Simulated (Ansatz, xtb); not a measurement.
Stretching the C4–H5 bond in CH4GeO (SMILES C[O][GeH]) (multiplicity 1 held, fragments rigid). Energies count from the point at 1.093 Å.
Geometry at that point (charge 0, multiplicity 1):
| atom | x (Å) | y (Å) | z (Å) |
|---|---|---|---|
| Ge | -0.3092 | -0.4404 | 0.6133 |
| H | -1.3390 | -0.7616 | -0.6020 |
| O | 0.7362 | 0.6534 | -0.3365 |
| C | 0.6019 | 1.0336 | -1.6953 |
| H | 0.4997 | 2.1200 | -1.7566 |
| H | 1.5021 | 0.7410 | -2.2416 |
| H | -0.2698 | 0.5637 | -2.1609 |

R- and RO- levels are restricted; in cc, def2 and unpolarised 6-31G sets they are followed outwards from rest. U- levels take the lowest unrestricted solution at each point, which mixes spins at long bonds. Active spaces are followed from a long bond inwards. Curves can end on different states.

Cores are frozen in the correlated methods. Filled d and f shells under p-block atoms count as core.

Programs: Ansatz (a first-principles code); xtb for the GFN methods. Each number belongs to the level named beside it. The GFN methods have no spin term and hold the electronic entropy of 300 K.

Energies in kcal/mol.

```json
[
 {"R (Å)": "0.874", "GFN2-xTB": "28.1", "U-HF/cc-pVDZ": "30.6", "R-MP2/cc-pVDZ": "32.8", "CASSCF(2,2)/cc-pVDZ": "33.9", "FIC-MRCISD on CASSCF(2,2)/cc-pVDZ": "33.2", "FIC-MRCISD+Q on CASSCF(2,2)/cc-pVDZ": "33.2"},
 {"R (Å)": "0.984", "GFN2-xTB": "5.3", "U-HF/cc-pVDZ": "6.0", "R-MP2/cc-pVDZ": "7.1", "CASSCF(2,2)/cc-pVDZ": "7.7", "FIC-MRCISD on CASSCF(2,2)/cc-pVDZ": "7.3", "FIC-MRCISD+Q on CASSCF(2,2)/cc-pVDZ": "7.3"},
 {"R (Å)": "1.093", "GFN2-xTB": "0.0", "U-HF/cc-pVDZ": "0.0", "R-MP2/cc-pVDZ": "0.0", "CASSCF(2,2)/cc-pVDZ": "0.0", "FIC-MRCISD on CASSCF(2,2)/cc-pVDZ": "0.0", "FIC-MRCISD+Q on CASSCF(2,2)/cc-pVDZ": "0.0"},
 {"R (Å)": "1.202", "GFN2-xTB": "3.3", "U-HF/cc-pVDZ": "4.1", "R-MP2/cc-pVDZ": "3.1", "CASSCF(2,2)/cc-pVDZ": "2.2", "FIC-MRCISD on CASSCF(2,2)/cc-pVDZ": "2.7", "FIC-MRCISD+Q on CASSCF(2,2)/cc-pVDZ": "2.7"},
 {"R (Å)": "1.311", "GFN2-xTB": "10.8", "U-HF/cc-pVDZ": "13.5", "R-MP2/cc-pVDZ": "11.5", "CASSCF(2,2)/cc-pVDZ": "9.4", "FIC-MRCISD on CASSCF(2,2)/cc-pVDZ": "10.6", "FIC-MRCISD+Q on CASSCF(2,2)/cc-pVDZ": "10.6"},
 {"R (Å)": "1.475", "GFN2-xTB": "25.1", "U-HF/cc-pVDZ": "31.7", "R-MP2/cc-pVDZ": "28.2", "CASSCF(2,2)/cc-pVDZ": "24.1", "FIC-MRCISD on CASSCF(2,2)/cc-pVDZ": "26.2", "FIC-MRCISD+Q on CASSCF(2,2)/cc-pVDZ": "26.4"},
 {"R (Å)": "1.639", "GFN2-xTB": "40.4", "U-HF/cc-pVDZ": "51.1", "R-MP2/cc-pVDZ": "46.1", "CASSCF(2,2)/cc-pVDZ": "39.3", "FIC-MRCISD on CASSCF(2,2)/cc-pVDZ": "42.5", "FIC-MRCISD+Q on CASSCF(2,2)/cc-pVDZ": "42.7"},
 {"R (Å)": "1.913", "GFN2-xTB": "64.1", "U-HF/cc-pVDZ": "72.0", "R-MP2/cc-pVDZ": "73.2", "CASSCF(2,2)/cc-pVDZ": "61.2", "FIC-MRCISD on CASSCF(2,2)/cc-pVDZ": "65.7", "FIC-MRCISD+Q on CASSCF(2,2)/cc-pVDZ": "66.0"},
 {"R (Å)": "2.186", "GFN2-xTB": "83.5", "U-HF/cc-pVDZ": "79.9", "R-MP2/cc-pVDZ": "95.3", "CASSCF(2,2)/cc-pVDZ": "76.8", "FIC-MRCISD on CASSCF(2,2)/cc-pVDZ": "82.2", "FIC-MRCISD+Q on CASSCF(2,2)/cc-pVDZ": "82.7"},
 {"R (Å)": "2.514", "GFN2-xTB": "100.6", "U-HF/cc-pVDZ": "83.3", "R-MP2/cc-pVDZ": "114.9", "CASSCF(2,2)/cc-pVDZ": "87.9", "FIC-MRCISD on CASSCF(2,2)/cc-pVDZ": "94.1", "FIC-MRCISD+Q on CASSCF(2,2)/cc-pVDZ": "94.7"},
 {"R (Å)": "2.951", "GFN2-xTB": "114.5", "U-HF/cc-pVDZ": "84.6", "R-MP2/cc-pVDZ": "131.4", "CASSCF(2,2)/cc-pVDZ": "94.3", "FIC-MRCISD on CASSCF(2,2)/cc-pVDZ": "101.1", "FIC-MRCISD+Q on CASSCF(2,2)/cc-pVDZ": "101.7"},
 {"R (Å)": "3.497", "GFN2-xTB": "122.1", "U-HF/cc-pVDZ": "85.0", "R-MP2/cc-pVDZ": "139.4", "CASSCF(2,2)/cc-pVDZ": "96.5", "FIC-MRCISD on CASSCF(2,2)/cc-pVDZ": "103.6", "FIC-MRCISD+Q on CASSCF(2,2)/cc-pVDZ": "104.3"}
]
```

Doubts at one or more of the structures used: a spin-contaminated determinant (U-HF/cc-pVDZ); a restricted determinant that unrestricted orbitals would lower (R-MP2/cc-pVDZ).
